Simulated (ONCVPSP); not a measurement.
# Reading a pseudo-wave (potassium)

Columns: radius, all-electron u(r) and pseudo u(r) of the 3s shell (level -35.34 eV) of potassium in the configuration [Ne] 3s2 3p6 4s1; PBE, scalar-relativistic, ONCV scheme, ONCVPSP 4.0.1.

| r (bohr) | all-electron | pseudo |
| --- | --- | --- |
| 0.123 | -0.0914 | 0.1732 |
| 0.245 | -0.4920 | 0.3376 |
| 0.368 | -0.3440 | 0.4891 |
| 0.490 | 0.0298 | 0.6194 |
| 0.613 | 0.4071 | 0.7263 |
| 0.735 | 0.6930 | 0.8052 |
| 0.858 | 0.8762 | 0.8564 |
| 0.980 | 0.9648 | 0.8796 |
| 1.103 | 0.9823 | 0.8773 |
| 1.225 | 0.9508 | 0.8527 |
| 1.348 | 0.8884 | 0.8098 |
| 1.470 | 0.8102 | 0.7536 |
| 1.593 | 0.7246 | 0.6880 |
| 1.715 | 0.6396 | 0.6183 |
| 1.838 | 0.5579 | 0.5470 |
| 1.960 | 0.4829 | 0.4782 |
| 2.083 | 0.4146 | 0.4131 |
| 2.205 | 0.3545 | 0.3541 |
| 2.328 | 0.3013 | 0.3012 |
| 2.450 | 0.2555 | 0.2555 |
| 2.573 | 0.2156 | 0.2156 |
| 2.695 | 0.1818 | 0.1818 |
| 2.818 | 0.1527 | 0.1527 |
| 2.940 | 0.1282 | 0.1282 |
| 3.063 | 0.1073 | 0.1072 |
| 3.185 | 0.0897 | 0.0897 |

How many radial nodes do the two functions have?

The all-electron 3s function has n − l − 1 = 2 (the table is too coarse to show those close to the nucleus); the pseudo-wave has 0, since the states of the same l below it are removed with the core.

At about which radius was the pseudo-wave matched?

2.45 bohr. The columns agree to 0.0005 from 2.21 bohr on; several derivatives are matched, so the curves merge somewhat inside the radius.

Where does each function peak?

Outermost all-electron maximum near 1.10 bohr, pseudo maximum near 0.98 bohr (to the table’s step).

Is the pseudo-wave norm-conserving?

Yes: the ONCV scheme keeps the norm inside the radius equal to the all-electron one, which fixes the energy derivative of the logarithmic derivative at the level.
